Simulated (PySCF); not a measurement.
PySCF 2.14 output of an unrestricted r2SCAN calculation on a single atom or ion in def2-QZVPPD with the def2 core potential (60 electrons) (8s6p5d4f1g, 88 functions), with a scalar-relativistic core potential:

```
SCF conv_tol = 1e-09
number electrons alpha = 13  beta = 9
    J. W. Furness, A. D. Kaplan, J. Ning, J. P. Perdew, and J. Sun.,  J. Phys. Chem. Lett. 11, 8208-8215 (2020)
    J. W. Furness, A. D. Kaplan, J. Ning, J. P. Perdew, and J. Sun.,  J. Phys. Chem. Lett. 11, 9248-9248 (2020)
    J. W. Furness, A. D. Kaplan, J. Ning, J. P. Perdew, and J. Sun.,  J. Phys. Chem. Lett. 11, 8208-8215 (2020)
    J. W. Furness, A. D. Kaplan, J. Ning, J. P. Perdew, and J. Sun.,  J. Phys. Chem. Lett. 11, 9248-9248 (2020)
cycle= 1 E= -192.690227449285  delta_E= -0.00727  |g|= 0.0052  |ddm|= 0.278
cycle= 2 E= -192.690247579686  delta_E= -2.01e-05  |g|= 0.00206  |ddm|= 0.021
cycle= 3 E= -192.690248696819  delta_E= -1.12e-06  |g|= 0.00143  |ddm|= 0.00419
cycle= 4 E= -192.690249305188  delta_E= -6.08e-07  |g|= 6.63e-05  |ddm|= 0.0013
cycle= 5 E= -192.690249308441  delta_E= -3.25e-09  |g|= 4.25e-06  |ddm|= 0.000176
cycle= 6 E= -192.690249308456  delta_E= -1.48e-11  |g|= 2.63e-07  |ddm|= 2.29e-05
converged SCF energy = -192.690249308456  <S^2> = 6.0063359  2S+1 = 5.0025337
```

The run itself started from symmetry-adapted Hartree-Fock orbitals and held the occupation by maximum overlap, on a logarithmic radial grid, so the iterations belong to that start.

Task: Which element, charge and spin multiplicity is this?

Result: Pb (lead, neutral), multiplicity 5; the state was [Xe] 4f14 5d10 6s1 6p3, high-spin 5S determinant (an excited configuration).

Energies and moments cover only the electrons outside the core potential. Spin-orbit coupling, which splits the p, d and f shells strongly at this Z, is absent. Spin-orbit coupling is strong in this species (close to jj coupling), so the high-spin LS determinant is a model state, not a physical level.
